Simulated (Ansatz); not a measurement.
The cluster CuF₂. Total charge 0; doublet. Geometry PBE-D4/def2-TZVP.

Cartesian coordinates in Å:
```
Cu 0.000 0.000 0.000
F -0.433 0.225 -1.668
F 0.433 -0.225 1.668
```

The 6-31G sets use Cartesian d functions. At PBE-D4/def2-SVP, PBE-D4/def2-TZVP, PBE-D4/def2-TZVPD the gap within one spin of the charge 0 doublet nearly closes, so an electron or hole may be smeared out by delocalisation error. The structure comes from a short search, and lower isomers may exist.

Estimate the α-spin orbital energies around the gap (eV) in Ansatz with HF/6-31G, PBE-D4/def2-SVP, PBE-D4/def2-TZVP, PBE-D4/def2-TZVPD, PBE0-D4/def2-TZVPD.


```json
{"orbital": "HOMO−13", "HF/6-31G": "-98.92", "PBE-D4/def2-SVP": "-75.00", "PBE-D4/def2-TZVP": "-75.41", "PBE-D4/def2-TZVPD": "-75.43", "PBE0-D4/def2-TZVPD": "-82.43"}
{"orbital": "HOMO−12", "HF/6-31G": "-40.55", "PBE-D4/def2-SVP": "-27.76", "PBE-D4/def2-TZVP": "-28.93", "PBE-D4/def2-TZVPD": "-28.99", "PBE0-D4/def2-TZVPD": "-31.61"}
{"orbital": "HOMO−11", "HF/6-31G": "-40.21", "PBE-D4/def2-SVP": "-27.52", "PBE-D4/def2-TZVP": "-28.71", "PBE-D4/def2-TZVPD": "-28.77", "PBE0-D4/def2-TZVPD": "-31.35"}
{"orbital": "HOMO−10", "HF/6-31G": "-23.27", "PBE-D4/def2-SVP": "-11.75", "PBE-D4/def2-TZVP": "-12.43", "PBE-D4/def2-TZVPD": "-12.50", "PBE0-D4/def2-TZVPD": "-15.68"}
{"orbital": "HOMO−9", "HF/6-31G": "-22.06", "PBE-D4/def2-SVP": "-11.09", "PBE-D4/def2-TZVP": "-11.73", "PBE-D4/def2-TZVPD": "-11.77", "PBE0-D4/def2-TZVPD": "-14.22"}
{"orbital": "HOMO−8", "HF/6-31G": "-22.06", "PBE-D4/def2-SVP": "-10.22", "PBE-D4/def2-TZVP": "-10.85", "PBE-D4/def2-TZVPD": "-10.90", "PBE0-D4/def2-TZVPD": "-14.22"}
{"orbital": "HOMO−7", "HF/6-31G": "-20.84", "PBE-D4/def2-SVP": "-9.74", "PBE-D4/def2-TZVP": "-10.46", "PBE-D4/def2-TZVPD": "-10.54", "PBE0-D4/def2-TZVPD": "-13.12"}
{"orbital": "HOMO−6", "HF/6-31G": "-20.84", "PBE-D4/def2-SVP": "-9.67", "PBE-D4/def2-TZVP": "-10.27", "PBE-D4/def2-TZVPD": "-10.33", "PBE0-D4/def2-TZVPD": "-13.12"}
{"orbital": "HOMO−5", "HF/6-31G": "-15.65", "PBE-D4/def2-SVP": "-9.04", "PBE-D4/def2-TZVP": "-9.71", "PBE-D4/def2-TZVPD": "-9.79", "PBE0-D4/def2-TZVPD": "-11.81"}
{"orbital": "HOMO−4", "HF/6-31G": "-15.65", "PBE-D4/def2-SVP": "-8.91", "PBE-D4/def2-TZVP": "-9.51", "PBE-D4/def2-TZVPD": "-9.54", "PBE0-D4/def2-TZVPD": "-11.30"}
{"orbital": "HOMO−3", "HF/6-31G": "-15.53", "PBE-D4/def2-SVP": "-8.89", "PBE-D4/def2-TZVP": "-9.49", "PBE-D4/def2-TZVPD": "-9.51", "PBE0-D4/def2-TZVPD": "-11.12"}
{"orbital": "HOMO−2", "HF/6-31G": "-15.52", "PBE-D4/def2-SVP": "-8.34", "PBE-D4/def2-TZVP": "-8.96", "PBE-D4/def2-TZVPD": "-9.01", "PBE0-D4/def2-TZVPD": "-11.12"}
{"orbital": "HOMO−1", "HF/6-31G": "-14.94", "PBE-D4/def2-SVP": "-7.69", "PBE-D4/def2-TZVP": "-8.24", "PBE-D4/def2-TZVPD": "-8.29", "PBE0-D4/def2-TZVPD": "-10.22"}
{"orbital": "HOMO", "HF/6-31G": "-14.94", "PBE-D4/def2-SVP": "-7.42", "PBE-D4/def2-TZVP": "-8.02", "PBE-D4/def2-TZVPD": "-8.07", "PBE0-D4/def2-TZVPD": "-10.22"}
{"orbital": "LUMO", "HF/6-31G": "1.18", "PBE-D4/def2-SVP": "-1.79", "PBE-D4/def2-TZVP": "-2.22", "PBE-D4/def2-TZVPD": "-2.28", "PBE0-D4/def2-TZVPD": "-1.72"}
{"orbital": "LUMO+1", "HF/6-31G": "2.03", "PBE-D4/def2-SVP": "1.31", "PBE-D4/def2-TZVP": "0.96", "PBE-D4/def2-TZVPD": "-0.60", "PBE0-D4/def2-TZVPD": "-0.11"}
{"orbital": "LUMO+2", "HF/6-31G": "2.03", "PBE-D4/def2-SVP": "1.56", "PBE-D4/def2-TZVP": "1.22", "PBE-D4/def2-TZVPD": "-0.46", "PBE0-D4/def2-TZVPD": "-0.11"}
{"orbital": "LUMO+3", "HF/6-31G": "4.50", "PBE-D4/def2-SVP": "2.29", "PBE-D4/def2-TZVP": "2.52", "PBE-D4/def2-TZVPD": "0.67", "PBE0-D4/def2-TZVPD": "1.19"}
{"orbital": "LUMO+4", "HF/6-31G": "7.87", "PBE-D4/def2-SVP": "7.22", "PBE-D4/def2-TZVP": "4.07", "PBE-D4/def2-TZVPD": "1.56", "PBE0-D4/def2-TZVPD": "2.05"}
{"orbital": "LUMO+5", "HF/6-31G": "8.46", "PBE-D4/def2-SVP": "23.28", "PBE-D4/def2-TZVP": "4.07", "PBE-D4/def2-TZVPD": "2.74", "PBE0-D4/def2-TZVPD": "3.31"}
{"orbital": "β HOMO", "HF/6-31G": "-14.91", "PBE-D4/def2-SVP": "-7.12", "PBE-D4/def2-TZVP": "-7.70", "PBE-D4/def2-TZVPD": "-7.75", "PBE0-D4/def2-TZVPD": "-10.09"}
{"orbital": "β LUMO", "HF/6-31G": "0.20", "PBE-D4/def2-SVP": "-7.10", "PBE-D4/def2-TZVP": "-7.67", "PBE-D4/def2-TZVPD": "-7.72", "PBE0-D4/def2-TZVPD": "-6.00"}
```
